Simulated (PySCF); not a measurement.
Job file and geometry (Å, from PBE0-D3(BJ)/def2-SVP) of an NMR shielding run on `CC(=O)O[SiH2]C=O`, C$_{3}$H$_{6}$O$_{3}$Si, GIAO PBE0/pcSseg-1 NMR shielding, non-relativistic, gas phase (PySCF 2.14.0, density-fitted response routines); density fitting, a coarse starting grid and PySCF grid level 2 are the driver's defaults:

```
$ OMP_NUM_THREADS=1 python probes_run.py task.json out

{"job": {"kind": "nmr", "xc": "PBE0", "basis": "pcSseg-1"}, "charge": 0, "multiplicity": 1}
C      2.119339    -0.084447    -0.274606
C      0.819519    -0.802014    -0.095799
O      0.685357    -1.922009     0.329887
O     -0.243781    -0.069024    -0.462451
Si    -1.775786    -0.828781    -0.297973
C     -2.988845     0.520995    -0.926904
O     -4.172570     0.288195    -0.955552
H      2.949292    -0.732221     0.027090
H      2.116175     0.836311     0.326867
H      2.232190     0.217368    -1.326107
H     -2.079564    -1.132647     1.123628
H     -1.883616    -2.022737    -1.174603
H     -2.594237     1.520398    -1.265683
```

Task: Write the output of this run.

Result: 
```
coarse grid: 11864 points
cycle   1  E = -632.2550404793  dE =  1.026e+00  |g| = 1.149e+00  |ddm| = 3.242e+00
cycle   2  E = -631.5252608746  dE =  7.298e-01  |g| = 2.254e+00  |ddm| = 2.200e+00
cycle   3  E = -632.4851956080  dE = -9.599e-01  |g| = 3.297e-01  |ddm| = 1.656e+00
cycle   4  E = -632.5038804405  dE = -1.868e-02  |g| = 1.122e-01  |ddm| = 2.635e-01
cycle   5  E = -632.5058558048  dE = -1.975e-03  |g| = 3.029e-02  |ddm| = 7.190e-02
cycle   6  E = -632.5060290206  dE = -1.732e-04  |g| = 1.065e-02  |ddm| = 2.167e-02
cycle   7  E = -632.5060457325  dE = -1.671e-05  |g| = 4.696e-03  |ddm| = 7.855e-03
cycle   8  E = -632.5060500170  dE = -4.284e-06  |g| = 6.930e-04  |ddm| = 3.200e-03
final grid: 111408 points
cycle   9  E = -632.5774403052  dE =  3.224e-06  |g| = 1.514e-02  |ddm| = 1.827e-02
cycle  10  E = -632.5773397628  dE =  1.005e-04  |g| = 2.788e-02  |ddm| = 2.254e-02
cycle  11  E = -632.5774791015  dE = -1.393e-04  |g| = 3.163e-03  |ddm| = 1.573e-02
cycle  12  E = -632.5774809665  dE = -1.865e-06  |g| = 3.171e-04  |ddm| = 1.976e-03
cycle  13  E = -632.5774809821  dE = -1.556e-08  |g| = 1.124e-04  |ddm| = 2.221e-04
cycle  14  E = -632.5774809848  dE = -2.740e-09  |g| = 3.547e-05  |ddm| = 9.872e-05
cycle  15  E = -632.5774809850  dE = -1.842e-10  |g| = 2.115e-05  |ddm| = 3.420e-05
converged SCF energy = -632.5774809850

GIAO shielding tensors (ppm)
atom      isotropic    diamagn.    paramagn.     s11        s22        s33       span
  0 C      162.259     248.095     -85.835    142.524    152.405    191.849     49.325
  1 C        6.200     250.270    -244.070    -96.021     40.248     74.374    170.395
  2 O     -141.971     402.050    -544.020   -392.994   -259.881    226.964    619.959
  3 O      127.427     402.843    -275.415     -9.132    166.334    225.080    234.213
  4 Si     402.433     880.325    -477.891    343.775    396.109    467.417    123.642
  5 C      -61.010     256.691    -317.701   -179.870    -91.674     88.515    268.385
  6 O     -630.931     393.982   -1024.913  -1741.493   -572.032    420.732   2162.224
  7 H       29.365      27.221       2.143     25.336     27.853     34.904      9.568
  8 H       28.903      29.005      -0.102     25.542     27.731     33.437      7.895
  9 H       28.913      28.029       0.883     25.514     27.787     33.438      7.924
 10 H       26.646      29.374      -2.728     23.164     25.589     31.185      8.022
 11 H       26.654      28.665      -2.011     23.158     25.606     31.196      8.038
 12 H       19.120      29.420     -10.301     13.558     19.883     23.919     10.362
```

Task: Turn these shieldings into chemical shifts. References, each an isolated molecule treated in the same way: 13C (σ = 184.41 ppm), 29Si (σ = 351.99 ppm), 1H (σ = 31.27 ppm) vs TMS; 17O (σ = 334.56 ppm) vs H2O.

Result: Averaging equivalent atoms: C 5: 245.4; C 1: 178.2; C 0: 22.1; O 6: 965.5; O 2: 476.5; O 3: 207.1; Si 4: -50.4; H 12: 12.15; H 10/11: 4.62; H 7/8/9: 2.21 ppm. Unscaled 17O shifts of doubly bonded oxygen tend to come out too high, by tens of ppm or more. Experimental scales use liquid or dissolved standards, which lie at an offset from isolated H2O (liquid H2O: subtract about 36 ppm).

Size and cost of the density-fitted run: 156 basis functions, 21 s wall time on 1 thread of an Arm Neoverse V1, shared host; peak memory 0.86 GiB.
